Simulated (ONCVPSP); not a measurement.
# Building the ONCV potential for indium (In) (PBE, scalar-relativistic).

The input file (ONCVPSP 4.0.1):

```
# ATOM AND REFERENCE CONFIGURATION
# atsym  z   nc   nv     iexc    psfile
  In 49.00    6    5        4      upf
#
#   n    l    f
    1    0    2.00
    2    0    2.00
    2    1    6.00
    3    0    2.00
    3    1    6.00
    3    2   10.00
    4    0    2.00
    4    1    6.00
    4    2   10.00
    5    0    2.00
    5    1    1.00
#
# PSEUDOPOTENTIAL AND OPTIMIZATION
# lmax
    3
#
#   l,   rc,      ep,       ncon, nbas, qcut
    0    1.30    0.00    3    8    8.40
    1    1.70    0.00    4    7    7.80
    2    1.05    0.00    4    8    8.00
    3    1.80    0.09    3    6    6.20
#
# LOCAL POTENTIAL
# lloc, lpopt,  rc(5),   dvloc0
    4    5    0.90    3.00
#
# VANDERBILT-KLEINMAN-BYLANDER PROJECTORs
# l, nproj, debl
    0    3    1.90
    1    2    0.70
    2    2    0.50
    3    3    3.80
#
# MODEL CORE CHARGE
# icmod, fcfact, rcfact
    3    5.75    1.30
#
# LOG DERIVATIVE ANALYSIS
# epsh1, epsh2, depsh
   -6.00    5.00    0.04
#
# OUTPUT GRID
# rlmax, drl
    6.00    0.01
#
# TEST CONFIGURATIONS
# ncnf
    4
# nvcnf
#   n    l    f
    5
    4    0    2.00
    4    1    6.00
    4    2   10.00
    5    0    2.00
    5    1    0.00
#
    5
    4    0    2.00
    4    1    6.00
    4    2   10.00
    5    0    1.00
    5    1    0.00
#
    5
    4    0    2.00
    4    1    6.00
    4    2   10.00
    5    0    0.00
    5    1    0.00
#
    5
    4    0    2.00
    4    1    6.00
    4    2   10.00
    5    0    1.00
    5    1    1.00
#
```

Command:

```bash
oncvpsp.x < In.dat > In.out
```

The program printed (shortened: citation, most of the input echo, consistency checks and plot data are left out):

```
ONCVPSP  (Optimized Norm-Conservinng Vanderbilt PSeudopotential)
scalar-relativistic version 4.0.1

#   n    l    f        energy (Ha)
    1    0    2.00    -1.0199550E+03
    2    0    2.00    -1.5271681E+02
    2    1    6.00    -1.3706868E+02
    3    0    2.00    -2.8979330E+01
    3    1    6.00    -2.3855262E+01
    3    2   10.00    -1.5901853E+01
    4    0    2.00    -4.3974108E+00
    4    1    6.00    -2.8712316E+00
    4    2   10.00    -6.8439220E-01
    5    0    2.00    -3.0176496E-01
    5    1    1.00    -9.2560952E-02

Reference configufation results
  iterations    22
  all-electron total energy (Ha)   -5.88163595D+03

Begin loop to  construct optimized pseudo wave functions
and semi-local pseudopoentials for all angular momenta

   Wellstate for l =  0  n =  6
     eigenvalue =   1.5982
     asymptotic potential =   2.0982
     half-point radius =  2.9175

Calculating optimized projector #   1

 for l=   0

    Fraction of norm inside rc  0.931165
    Optimizing pswf for qcut=   8.39 a_B^-1,  ecut=  35.23 Ha
    Residual kinetic energy error=  2.60D-05 Ha

    Energy error per electron        Cutoff
         Ha          eV             Ha
         0.01000     0.27211       21.32
         0.00100     0.02721       27.57
         0.00010     0.00272       32.02
         0.00001     0.00027       85.00

Calculating optimized projector #   2

 for l=   0

    Fraction of norm inside rc  0.050720
    Optimizing pswf for qcut=   8.39 a_B^-1,  ecut=  35.23 Ha
    Residual kinetic energy error=  1.90D-05 Ha

    Energy error per electron        Cutoff
         Ha          eV             Ha
         0.01000     0.27211       17.01
         0.00100     0.02721       25.78
         0.00010     0.00272       31.48
         0.00001     0.00027       42.98

Calculating optimized projector #   3

 for l=   0

    Fraction of norm inside rc  0.063457
    Optimizing pswf for qcut=   8.39 a_B^-1,  ecut=  35.23 Ha
    Residual kinetic energy error=  5.02D-05 Ha

    Energy error per electron        Cutoff
         Ha          eV             Ha
         0.01000     0.27211       20.16
         0.00100     0.02721       28.27
         0.00010     0.00272       33.63
         0.00001     0.00027       51.70

Calculating optimized projector #   1

 for l=   1

    Fraction of norm inside rc  0.975739
    Optimizing pswf for qcut=   7.81 a_B^-1,  ecut=  30.47 Ha
    Residual kinetic energy error=  2.50D-06 Ha

    Energy error per electron        Cutoff
         Ha          eV             Ha
         0.01000     0.27211       17.85
         0.00100     0.02721       22.14
         0.00010     0.00272       25.76
         0.00001     0.00027       28.84

Calculating optimized projector #   2

 for l=   1

    Fraction of norm inside rc  0.045332
    Optimizing pswf for qcut=   7.81 a_B^-1,  ecut=  30.47 Ha
    Residual kinetic energy error=  2.03D-07 Ha

    Energy error per electron        Cutoff
         Ha          eV             Ha
         0.01000     0.27211       12.21
         0.00100     0.02721       17.49
         0.00010     0.00272       21.80
         0.00001     0.00027       25.42

WARNING wellstate: negative energy specified for n= 5 l=  2
WARNING scattering state with energy  0.25000000
WARNING will be used for the first projector

   Wellstate for l =  2  n =  5
     eigenvalue =   0.2500
     asymptotic potential =   0.7500
     half-point radius =  6.7941

Calculating optimized projector #   1

 for l=   2

    Fraction of norm inside rc  0.460354
    Optimizing pswf for qcut=   7.99 a_B^-1,  ecut=  31.90 Ha
    Residual kinetic energy error=  7.78D-03 Ha

    Energy error per electron        Cutoff
         Ha          eV             Ha
         0.01000     0.27211       30.83
         0.00100     0.02721       70.15
         0.00010     0.00272      197.53
         0.00001     0.00027      226.79

Calculating optimized projector #   2

 for l=   2

    Fraction of norm inside rc  0.026384
    Optimizing pswf for qcut=   7.99 a_B^-1,  ecut=  31.90 Ha
    Residual kinetic energy error=  6.41D-04 Ha

    Energy error per electron        Cutoff
         Ha          eV             Ha
         0.01000     0.27211       20.68
         0.00100     0.02721       30.10
         0.00010     0.00272       39.67
         0.00001     0.00027      154.59

   Wellstate for l =  3  n =  4
     eigenvalue =   0.0900
     asymptotic potential =   0.5900
     half-point radius = 26.2120

   Wellstate for l =  3  n =  6
     eigenvalue =   3.8900
     asymptotic potential =   4.3900
     half-point radius =  3.1786

   Wellstate for l =  3  n =  8
     eigenvalue =   7.6900
     asymptotic potential =   8.1900
     half-point radius =  3.4480

Calculating optimized projector #   1

 for l=   3

    Fraction of norm inside rc  0.000045
    Optimizing pswf for qcut=   6.19 a_B^-1,  ecut=  19.18 Ha
    Residual kinetic energy error=  9.37D-08 Ha

    Energy error per electron        Cutoff
         Ha          eV             Ha
         0.01000     0.27211        0.19
         0.00100     0.02721        0.42
         0.00010     0.00272        1.53
         0.00001     0.00027        8.26

Calculating optimized projector #   2

 for l=   3

    Fraction of norm inside rc  0.202569
    Optimizing pswf for qcut=   6.19 a_B^-1,  ecut=  19.18 Ha
    Residual kinetic energy error=  1.56D-01 Ha

    Energy error per electron        Cutoff
         Ha          eV             Ha
         0.01000     0.27211       56.17
         0.00100     0.02721       81.06

Calculating optimized projector #   3

 for l=   3

    Fraction of norm inside rc  0.120845
    Optimizing pswf for qcut=   6.19 a_B^-1,  ecut=  19.18 Ha
    Residual kinetic energy error=  5.23D-01 Ha

    Energy error per electron        Cutoff
         Ha          eV             Ha
         0.01000     0.27211       37.93
         0.00100     0.02721       63.58
         0.00010     0.00272      117.32

Construct Vanderbilt / Kleinmman-Bylander projectors

B matrix Hermiticity error, ll=   0
   1   2    6.5418E-04
   1   3   -1.0035E-03
   2   3    1.0780E-04

  Orthonormal projector coefficients  2.4141E+01  6.4093E+00  1.1885E+00

B matrix Hermiticity error, ll=   1
   1   2    2.5772E-04

  Orthonormal projector coefficients  9.3362E+00  1.2220E+00

B matrix Hermiticity error, ll=   2
   1   2    7.2835E-05

  Orthonormal projector coefficients  6.7882E+01  3.3715E+00

B matrix Hermiticity error, ll=   3
   1   2   -1.0815E-06
   1   3    1.2389E-06
   2   3   -2.7958E-04

  Orthonormal projector coefficients  2.8244E+01 -8.9969E+00 -4.2884E+00

Model core correction analysis
  based on d2Exc/dn_idn_j

d2excae - all-electron derivatives

   -3.492880D-02   -3.153722D-02   -2.209500D-02   -2.120358D-03
   -9.233358D-04
   -3.153736D-02   -2.962569D-02   -2.241268D-02   -2.507970D-03
   -9.607899D-04
   -2.209520D-02   -2.241278D-02   -2.109837D-02   -6.560175D-03
   -2.602300D-03
   -2.120282D-03   -2.507772D-03   -6.559520D-03   -2.659527D-02
   -2.090575D-02
   -9.233343D-04   -9.607372D-04   -2.601668D-03   -2.090320D-02
   -2.572095D-02

d2excps - pseudofunction derivatives with no core correction

   -4.380375D-02   -3.521657D-02   -2.307044D-02   -3.104536D-03
   -1.151398D-03
   -3.521778D-02   -3.257871D-02   -2.397754D-02   -2.919251D-03
   -1.126160D-03
   -2.307076D-02   -2.397766D-02   -2.240336D-02   -6.623306D-03
   -2.663731D-03
   -3.104691D-03   -2.919074D-03   -6.622653D-03   -2.668818D-02
   -2.092653D-02
   -1.151468D-03   -1.126115D-03   -2.663100D-03   -2.092398D-02
   -2.572881D-02

rms 2nd derivative error    2.240820E-03

rmatch, rhocmatch    0.5591   37.5021

Teter function model core charge with specified parameters

d2excps - pseudofunction derivatives with core correction

   -3.085418D-02   -2.891956D-02   -2.112784D-02   -1.891593D-03
   -8.343692D-04
   -2.891958D-02   -2.838511D-02   -2.249928D-02   -2.345163D-03
   -9.169824D-04
   -2.112791D-02   -2.249933D-02   -2.188164D-02   -6.438052D-03
   -2.585312D-03
   -1.891499D-03   -2.344959D-03   -6.437397D-03   -2.657651D-02
   -2.089863D-02
   -8.343586D-04   -9.169266D-04   -2.584680D-03   -2.089608D-02
   -2.571885D-02

rms 2nd derivative error    1.175657E-03

Pseudoatom total energy -191.117533

Diagnostic tests using Vanderbilt-Kleinman-Bylander pseudopotentials
  1 or more projectors used as specified by nproj input data

   l    rcore       rmatch      e in        delta e   norm test  slope test

   0   1.3073866   1.3470817  -4.3974108   0.0000517   1.0002921   1.0002916
   0   1.3073866   1.3470817  -0.3017650   0.0000134   1.0000804   1.0000569
   0   1.3073866   1.3470817   1.5982350   0.0001947   1.0004295   1.0004295

   1   1.7010425   1.7526899  -2.8712316   0.0000044   1.0002149   1.0002035
   1   1.7010425   1.7526899  -0.0925610   0.0000033   1.0000383   1.0000292

   2   1.0540876   1.0860920  -0.6843922   0.0000263   1.0001619   1.0002194
   2   1.0540876   1.0860920   0.2500000   0.0000552   1.0003601   1.0003601

   3   1.8059053   1.8607365   0.0900000  -0.0002193   0.9999571   0.9999571
   3   1.8059053   1.8607365   3.8900000  -0.0010480   1.0004812   1.0004812
   3   1.8059053   1.8607365   7.6900000  -0.0001110   1.0002081   1.0002081

 Testing for bound ghosts
   n   l    E NL Schr. Eq   E Basis Diag.   E Cutoff

   1   0       -4.397359       -4.397405    205.12
   2   0       -0.301752       -0.193634    205.12

   2   1       -2.871227       -2.871220     77.81
   3   1       -0.092558       -0.016431     77.81

   3   2       -0.684366       -0.669959    309.37

 Testing for highly-localized positive-energy ghosts
       l    <radius>/rc     E Basis Diag.   E Cutoff

       0        0.857241       17.049184    205.12  WARNING - GHOST(+)

       2        0.622248      267.266399    309.37  WARNING - GHOST(+)

       3        0.332792       58.416269     89.49  WARNING - GHOST(+)

Test configuration 0

   n   l     f        eae           eps        diff
   1   0  2.0000-1019.95496395
   2   0  2.0000 -152.71680934
   2   1  6.0000 -137.06867834
   3   0  2.0000  -28.97933047
   3   1  6.0000  -23.85526208
   3   2 10.0000  -15.90185308
   4   0  2.0000   -4.39741076   -4.39735908    5.17D-05
   4   1  6.0000   -2.87123162   -2.87122719    4.42D-06
   4   2 10.0000   -0.68439220   -0.68436591    2.63D-05
   5   0  2.0000   -0.30176496   -0.30175156    1.34D-05
   5   1  1.0000   -0.09256095   -0.09255769    3.26D-06

    Total energies and differences
      AE_ref= -5.88163595D+03  AE_tst= -5.88163595D+03  dif=  0.00D+00
      PS_ref= -1.91117533D+02  PS_tst= -1.91117533D+02  dif=  2.25D-12
      PSP excitation error= -2.25D-12

Test configuration 1

   n   l     f        eae           eps        diff
   1   0  2.0000-1020.23088656
   2   0  2.0000 -152.99126966
   2   1  6.0000 -137.34330486
   3   0  2.0000  -29.25359294
   3   1  6.0000  -24.12953529
   3   2 10.0000  -16.17605630
   4   0  2.0000   -4.67171257   -4.67176180   -4.92D-05
   4   1  6.0000   -3.14569823   -3.14574760   -4.94D-05
   4   2 10.0000   -0.95816598   -0.95814735    1.86D-05
   5   0  2.0000   -0.54849627   -0.54848179    1.45D-05

    Total energies and differences
      AE_ref= -5.88163595D+03  AE_tst= -5.88143885D+03  dif=  1.97D-01
      PS_ref= -1.91117533D+02  PS_tst= -1.90920389D+02  dif=  1.97D-01
      PSP excitation error= -4.24D-05

Test configuration 2

   n   l     f        eae           eps        diff
   1   0  2.0000-1020.62443740
   2   0  2.0000 -153.38008447
   2   1  6.0000 -137.73238653
   3   0  2.0000  -29.64280069
   3   1  6.0000  -24.51873439
   3   2 10.0000  -16.56498989
   4   0  2.0000   -5.06106775   -5.06212535   -1.06D-03
   4   1  6.0000   -3.53499747   -3.53546063   -4.63D-04
   4   2 10.0000   -1.34244364   -1.34240824    3.54D-05
   5   0  1.0000   -0.86991953   -0.86999828   -7.88D-05

    Total energies and differences
      AE_ref= -5.88163595D+03  AE_tst= -5.88073196D+03  dif=  9.04D-01
      PS_ref= -1.91117533D+02  PS_tst= -1.90213357D+02  dif=  9.04D-01
      PSP excitation error= -1.94D-04

Test configuration 3

psatom: WARNING lschvkbb convergence error n,l,iter=   3   1   4
ea(ii),et,emin,emax -1.001261E-01 -1.101387E-01 -1.101387E-01 -1.101387E-01
run_config: WARNING for fully non-local PS atom, stg. 1
 WARNING no output for configuration 4

Test configuration 4

   n   l     f        eae           eps        diff
   1   0  2.0000-1020.29110303
   2   0  2.0000 -153.04997764
   2   1  6.0000 -137.40196562
   3   0  2.0000  -29.31310589
   3   1  6.0000  -24.18902460
   3   2 10.0000  -16.23541793
   4   0  2.0000   -4.73189678   -4.73254280   -6.46D-04
   4   1  6.0000   -3.20579344   -3.20605602   -2.63D-04
   4   2 10.0000   -1.01571742   -1.01565866    5.88D-05
   5   0  1.0000   -0.58462466   -0.58466025   -3.56D-05
   5   1  1.0000   -0.33863575   -0.33863936   -3.61D-06

    Total energies and differences
      AE_ref= -5.88163595D+03  AE_tst= -5.88119655D+03  dif=  4.39D-01
      PS_ref= -1.91117533D+02  PS_tst= -1.90678055D+02  dif=  4.39D-01
      PSP excitation error= -7.78D-05
```

The run took about 10 s on one core of a shared server CPU.
